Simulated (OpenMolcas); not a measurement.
# Mn2+: moving the ligands

Mn2+ with 6 ligands (fluoride) in octahedral coordination (Oh) at 2.14 Å. A charge of +0.667 e stands 2.4 Å behind each ligand. Ligand basis ANO-RCC-VDZP.
```
Mn    0.0000    0.0000    0.0000
F     2.1400    0.0000    0.0000
F     0.0000    2.1400    0.0000
F    -2.1400    0.0000    0.0000
F     0.0000   -2.1400    0.0000
F     0.0000    0.0000    2.1400
F     0.0000    0.0000   -2.1400
```

- Program: OpenMolcas
- Method: CASSCF
- Basis: ANO-RCC-VTZP [6s5p3d2f1g]
- Scalar Hamiltonian: DKH2, point nucleus
- Active space: 5 electrons in 5 orbitals (3d)
- State averaging: 2S+1 = 6 even, 1 root; 2S+1 = 4 even, 24 roots; 2S+1 = 2 even, 75 roots
- Spin-orbit coupling: state interaction with AMFI integrals over the reference wave functions

Runs around this geometry, states (labels of O, the rotations of Oh). Energies in cm-1 above the lowest state or level, χT in cm3 K/mol; 10Dq and B are least-squares fits to the states below 45000 cm-1, weighted by degeneracy, with a free offset, and given where the rms deviation is under 5 % of |10Dq| (or 100 cm-1) and under 700 cm-1.

| R (Å) | Ground state | 10Dq | B (rms of fit) | First gap with spin-orbit (degeneracies) | χT at 300 K | First state of another spin |
| --- | --- | --- | --- | --- | --- | --- |
| 2.03 | 6A1 | 8280 | 1096 (116) | 25963 (6, 2) | 4.386 | 4T1 26015 |
| 2.14 | 6A1 | 6049 | 1103 (98) | 28064 (6, 2) | 4.386 | 4T1 28107 |
| 2.18 | 6A1 | 5419 | 1101 (88) | 28650 (6, 2) | 4.386 | 4T1 28690 |

Taking |10Dq| as R^-n, n = -ln(5419 / 8280) / ln(2.18 / 2.03) = 5.9 between the shortest and longest distance. The point-charge formula for a cubic d site gives n = 5.

Without dynamic correlation the repulsion within the d shell is too large (B by tens of per cent), so at a given field states of lower spin stand too high. Ligand-to-metal charge-transfer states are missing. With no ligand orbital active B as a rule stays too high, so bands that hang on it stand too high and its fall with covalency is understated. With metal d orbitals alone and no dynamic correlation the field as a rule comes out too small, by tens of per cent, by up to half for chloride and softer ligands. No measured value stands beside these numbers; the geometry is a model, was not optimised and need not be the one that this ion takes.
